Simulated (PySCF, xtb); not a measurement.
Sb(H)2(Me) (CH5Sb), SMILES [SbH2][CH3].

Harmonic wavenumbers (cm⁻¹) from GFN2-xTB run with xtb 6.7.1 at its own minimum, in rising order: 148, 509, 556, 575, 801, 811, 830, 1286, 1467, 1475, 1528, 1623, 3038, 3047, 3052.

Problem. What does PBE0-D3(BJ)/def2-TZVP run with PySCF give at its own minimum? (The exact figures need the calculation; the answer reports its results.)

Solution. 151, 515, 552, 578, 834, 837, 857, 1234, 1456, 1458, 1951, 1956, 3073, 3166, 3185. Paired by order, the mean absolute difference is 82 cm⁻¹ and the zero-point energies are 29.7 and 31.2 kcal/mol.
